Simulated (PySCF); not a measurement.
Br$_{3}$Zr (SMILES [Br][Zr+]([Br])[Br]), charge +1, singlet, geometry from GFN2-xTB (such geometries of metal compounds can be far from the true shape) (the multiplicity is a formal guess) (core potentials on Zr). Base run: DF-HF/def2-SV(P) run with PySCF.

PySCF was given this input:
```python
from pyscf import gto, scf

mol = gto.M(
    atom='''
Zr   -0.38017015    0.34914154    0.73727060
Br   -1.52796032   -1.45317031   -0.51825355
Br    0.12439636    1.80065951   -1.20710575
Br    1.83804413   -0.74650811    0.88276432
''',
    basis='def2-sv(p)',
    ecp={'Zr': 'def2-sv(p)'},
    charge=1,
    verbose=5,
)

mf = scf.RHF(mol)
mf = mf.density_fit(auxbasis='def2-universal-jkfit')
mf.kernel()
mf.analyze()
```

Variants of this job, named by their change:

| change | basis functions | E (Eh) | HOMO (eV) | HOMO-LUMO gap (eV) |
|---|---|---|---|---|
| base | 120 | -7762.73180 | -15.73 | 9.55 |
| basis = Sapporo-DKH3-DZP-2012; relativity = spin-free X2C; nucleus = Gaussian (with nucmod='G'; without ecp={'Zr': 'def2-sv(p)'}; without mf = mf.density_fit(auxbasis='def2-universal-jkfit')) | 181 | -11409.12143 | -15.60 | 9.53 |
| basis = cc-pVTZ-DK; relativity = spin-free X2C; nucleus = Gaussian (with nucmod='G'; without ecp={'Zr': 'def2-sv(p)'}; without mf = mf.density_fit(auxbasis='def2-universal-jkfit')) | 206 | -11409.40603 | -15.59 | 9.59 |
| basis = cc-pVTZ-DK; relativity = none (without ecp={'Zr': 'def2-sv(p)'}; without mf = mf.density_fit(auxbasis='def2-universal-jkfit')) | 206 | -11144.07562 | -15.68 | 9.68 |
| basis = Sapporo-DKH3-DZP-2012; relativity = spin-free X2C (without ecp={'Zr': 'def2-sv(p)'}; without mf = mf.density_fit(auxbasis='def2-universal-jkfit')) | 181 | -11409.22085 | -15.60 | 9.53 |
| basis = Sapporo-DKH3-DZP-2012; relativity = none (without ecp={'Zr': 'def2-sv(p)'}; without mf = mf.density_fit(auxbasis='def2-universal-jkfit')) | 181 | -11148.98271 | -15.68 | 9.63 |
| basis = x2c-TZVPall; relativity = spin-free X2C; nucleus = Gaussian (with nucmod='G'; without ecp={'Zr': 'def2-sv(p)'}; without mf = mf.density_fit(auxbasis='def2-universal-jkfit')) | 207 | -11409.50388 | -15.60 | 9.58 |
| basis = x2c-TZVPall; relativity = spin-free X2C (without ecp={'Zr': 'def2-sv(p)'}; without mf = mf.density_fit(auxbasis='def2-universal-jkfit')) | 207 | -11409.59449 | -15.60 | 9.58 |
| basis = x2c-TZVPall; relativity = none (without ecp={'Zr': 'def2-sv(p)'}; without mf = mf.density_fit(auxbasis='def2-universal-jkfit')) | 207 | -11174.15954 | -15.68 | 9.67 |
| basis = cc-pVTZ-DK; relativity = spin-free X2C (without ecp={'Zr': 'def2-sv(p)'}; without mf = mf.density_fit(auxbasis='def2-universal-jkfit')) | 206 | -11409.51720 | -15.59 | 9.59 |

Totals shift with the method and basis; they matter in differences.

Basis sets contracted for a relativistic Hamiltonian are a mismatch without it, so the rows without relativity aren't non-relativistic limits. No row has spin-orbit coupling; sets with core potentials leave out the core electrons.
